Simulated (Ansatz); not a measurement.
Si(vinyl)3(NiPr2) (C12H23NSi). Total charge 0; singlet. Geometry r2SCAN-D4/def2-SVP, basis def2-TZVP, Ansatz.

| run | HOMO (eV) | LUMO (eV) |
| --- | --- | --- |
| A | -5.60 | -0.81 |
| B | -4.95 | -1.22 |
| C | -5.11 | -1.20 |
| D | -8.35 | 1.78 |
| E | -5.99 | -0.43 |
| F | -4.72 | -1.43 |

HSE06 is defined as in plane-wave codes, on full-range PBE exchange. Single mean-field runs in def2-TZVP are fitted with def2-universal-jkfit.

Problem. The runs used B97M-V, HSE06, PBE, PBE0, r2SCAN, ωB97X-V. Estimate which is which.

Solution. A HSE06 (range-separated); B r2SCAN (0 % exact exchange); C B97M-V (0 % exact exchange); D ωB97X-V (range-separated); E PBE0 (25 % exact exchange); F PBE (0 % exact exchange). Exact exchange lowers occupied and raises empty levels; among semilocal functionals meta-GGAs tend to open the gap a little, and such runs are hard to tell apart. The gap grows from 3.29 eV (PBE) to 10.13 eV (ωB97X-V).
